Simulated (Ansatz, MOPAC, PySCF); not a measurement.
Dimer: HCl (SMILES Cl) (first 2 atoms) with CHN (SMILES C#N); geometry from B3LYP-D3(BJ)/def2-TZVP, rigid monomers moved along the line of their centres of mass till H2···N4 is 2.34 Å.
(charge 0, multiplicity 1):
```xyz
5

Cl    -0.341    -1.533    -0.631
H     -0.272    -0.802     0.435
C     -0.087     1.168     3.301
N     -0.147     0.519     2.361
H     -0.030     1.773     4.179
```

Interaction energies are E(AB) − E(A) − E(B) at the monomers' geometry in the complex; basis-set methods are counterpoise corrected.

The state that AM1, PM3 reach isn't checked.

Run with Ansatz (Gaussian basis) for Hartree–Fock, density functionals and correlated methods; MOPAC for AM1, PM3 (differences of heats of formation); PySCF for the dispersion terms. Values without a source in brackets are computed.

**Question.** One of these levels gives -9.4 kJ/mol for the interaction energy. Which one is it?
(A) B3LYP/def2-TZVPPD
(B) AM1
(C) PBE-D3(BJ)/def2-TZVPPD
(D) PM3

**Answer.** D, PM3. The others give -5.1 (AM1), -19.1 (PBE-D3(BJ)/def2-TZVPPD), -15.2 (B3LYP/def2-TZVPPD)

Ansatz is a quantum-chemistry and plane-wave program.
